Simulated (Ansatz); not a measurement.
`C[N](C)[In]([F])[SH]` and `C[N](C)[In]([SH])[Cl]` differ in one atom or group.

Ansatz, PBE0-D4/def2-TZVP geometries, multiplicity 1. Each molecule was computed in one conformer, which needn't be the lowest.

Elements past krypton have def2 core potentials.

```
                                          property  `C[N](C)[In]([F])[SH]`
             HOMO energy (ωB97M-V/def2-TZVPP) / eV                   -8.71
             HOMO–LUMO gap (B3LYP/def2-TZVPP) / eV                    4.31
  size of the dipole moment (B3LYP/def2-TZVPP) / D                    2.26
               LUMO energy (B3LYP/def2-TZVPP) / eV                   -1.93
size of the dipole moment (ωB97M-V/def2-TZVPP) / D                    2.16
               HOMO–LUMO gap (PBE/def2-TZVPP) / eV                    2.68
```

Q: Give the same properties after the change, and the shifts. (Best estimate.)

A: The calculation gave: 
```
                                          property  `C[N](C)[In]([SH])[Cl]`  shift
             HOMO energy (ωB97M-V/def2-TZVPP) / eV                    -8.69   0.02
             HOMO–LUMO gap (B3LYP/def2-TZVPP) / eV                     4.33   0.02
  size of the dipole moment (B3LYP/def2-TZVPP) / D                     1.88  -0.38
               LUMO energy (B3LYP/def2-TZVPP) / eV                    -1.90   0.03
size of the dipole moment (ωB97M-V/def2-TZVPP) / D                     1.78  -0.38
               HOMO–LUMO gap (PBE/def2-TZVPP) / eV                     2.71   0.03
```

Dipoles are sizes alone; their direction can turn.

B3LYP here is the variant with VWN-RPA as its local correlation; programs differ in this.
